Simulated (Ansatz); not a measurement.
Consider the ligand exchange at the Si–O bond: `C[SiH2]OCF` + `[SiH3][SeH]` → `C[SiH2][Se][SiH3]` + `OCF`.

Calculated with Ansatz (gas phase, PBE0-D4/def2-TZVP geometries, no zero-point term in ΔE). CCSD(T)/CBS adds triple-zeta CCSD(T) − MP2 to the extrapolated MP2 energy (def2 sets, frozen cores). DFT in def2-TZVPP. For Se outer-core shells are correlated without core-valence functions, which leaves a few kJ/mol of doubt a bond. Scalar relativity is left out up to krypton. Each species was taken in one conformer, which may not be the lowest.

(1) Is it downhill or uphill in electronic energy at CCSD(T)/CBS, and by how much? (Estimate.)

(2) What do these levels give: BLYP-D4, B2PLYP, PBE0, r2SCANh, MP2/def2-TZVPP, MP2/def2-QZVPP? (An estimate is asked.)

Largest T1 diagnostic among the species: 0.011.

## Answers

(1) Computed: Uphill: ΔE = +4.1 kcal/mol.

(2) Ansatz gave: BLYP-D4 5.1, B2PLYP 6.2, PBE0 2.9, r2SCANh 4.5, MP2/def2-TZVPP 3.8, MP2/def2-QZVPP 3.4 kcal/mol.

In def2-TZVPP, CCSD(T) changes the Hartree–Fock value by −3.9 kcal/mol (the triples alone add −0.8 kcal/mol) and MP2 by −5.2 kcal/mol. Leaving LDA and LC-ωPBE aside and taking each functional with its dispersion term where it has one, the values, not all of them listed here, spread over 5.8 kcal/mol, from revPBE-D4 to CAM-B3LYP-D4. LDA lies +0.9 kcal/mol from PBE without D4.
